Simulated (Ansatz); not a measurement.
Computed with Ansatz.

A structure relaxed at PBE0-D4/def2-TZVP, charge 0, multiplicity 1:

Cartesian coordinates in Å:
```
C -0.228 1.997 2.572
C 0.225 1.315 1.306
O -0.182 -0.046 1.354
Ge 0.080 -1.077 -0.042
O -0.782 -0.470 -1.464
C -2.191 -0.503 -1.480
O 1.780 -0.950 -0.471
C 2.232 -1.401 -1.731
H -1.315 1.952 2.666
H 0.211 1.512 3.446
H 0.077 3.047 2.569
H 1.315 1.375 1.207
H -0.211 1.812 0.429
H -0.390 -2.485 0.340
H -2.524 -0.204 -2.476
H -2.623 0.190 -0.749
H -2.586 -1.506 -1.277
H 1.689 -0.924 -2.553
H 3.290 -1.145 -1.813
H 2.136 -2.489 -1.833
```

Task: Give its formula and SMILES.

Result: C4H12GeO3, `CC[O][GeH]([O]C)[O]C`.

Task: Point group (tolerance 0.08 Å, 0.16 Å for H)?

Result: C1.

Task: Summarise the bond lengths by kind.

Result: 1 × C–C 1.508 Å; 11 × C–H 1.092 to 1.098 Å; 3 × C–O 1.409 to 1.422 Å; 3 × Ge–O 1.755 to 1.770 Å; 1 × Ge–H 1.533 Å.
